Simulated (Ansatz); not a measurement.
`CCC(CC(C)OC(C)=O)OC(C)=O`, relaxed as a singlet with RKS PBE-D4/def2-SVP in Ansatz, starting from the GFN2-xTB geometry. Force threshold 0.03 eV/Å.

Start:

```xyz
32

C    -1.896   -1.636    2.439
C    -1.608   -0.912    1.128
C    -0.231   -0.253    1.122
C     0.079    0.498   -0.178
C     0.137   -0.374   -1.431
C     1.228   -1.437   -1.377
O     0.402    0.526   -2.521
C    -0.010    0.153   -3.736
C     0.373    1.177   -4.772
O    -0.610   -0.864   -3.962
O    -0.200    0.697    2.200
C     0.988    0.966    2.746
C     0.850    1.968    3.861
O     2.023    0.467    2.390
H    -2.866   -2.124    2.391
H    -1.138   -2.391    2.637
H    -1.904   -0.931    3.266
H    -1.654   -1.624    0.303
H    -2.363   -0.142    0.964
H     0.554   -0.994    1.319
H    -0.680    1.270   -0.321
H     1.047    0.991   -0.069
H    -0.831   -0.850   -1.630
H     1.282   -1.953   -2.332
H     2.189   -0.976   -1.166
H     1.006   -2.167   -0.605
H     1.455    1.285   -4.789
H    -0.060    2.140   -4.513
H     0.015    0.856   -5.745
H     0.176    1.578    4.619
H     0.423    2.888    3.469
H     1.824    2.166    4.295
```

```
        step  energy (eV)  largest force component (eV/Å)  SCF passes
           1  -18817.1634                           1.311          23
           2  -18817.3306                           0.380          22
           3  -18817.3487                           0.196          22
           4  -18817.3492                           0.155          22
5 (rejected)  -18817.3489                           0.197          22
           6  -18817.3511                           0.016          23
```

Force components are those of the run's own axes.

End:

```xyz
32

C    -1.894   -1.645    2.460
C    -1.606   -0.919    1.146
C    -0.236   -0.246    1.109
C     0.077    0.498   -0.193
C     0.151   -0.387   -1.438
C     1.227   -1.466   -1.385
O     0.434    0.525   -2.535
C    -0.010    0.158   -3.767
C     0.373    1.197   -4.796
O    -0.627   -0.867   -3.990
O    -0.215    0.716    2.198
C     0.993    0.977    2.766
C     0.844    1.984    3.883
O     2.036    0.460    2.411
H    -2.894   -2.121    2.448
H    -1.144   -2.441    2.653
H    -1.861   -0.940    3.314
H    -1.660   -1.634    0.298
H    -2.383   -0.148    0.950
H     0.568   -0.985    1.313
H    -0.695    1.280   -0.356
H     1.052    1.013   -0.075
H    -0.829   -0.862   -1.654
H     1.257   -2.021   -2.343
H     2.223   -1.021   -1.187
H     1.012   -2.199   -0.582
H     1.475    1.306   -4.831
H    -0.039    2.185   -4.510
H    -0.010    0.897   -5.786
H     0.143    1.599    4.651
H     0.408    2.923    3.490
H     1.830    2.184    4.336
```

By distances, no bond broke or formed. The bond that changes most is O11–C12, from 1.34 to 1.36 Å (atoms count from 1).

No frequencies were taken in this run, so the end may be a saddle point.

It took 28 s on 4 threads of Arm Neoverse V2 on a shared host.
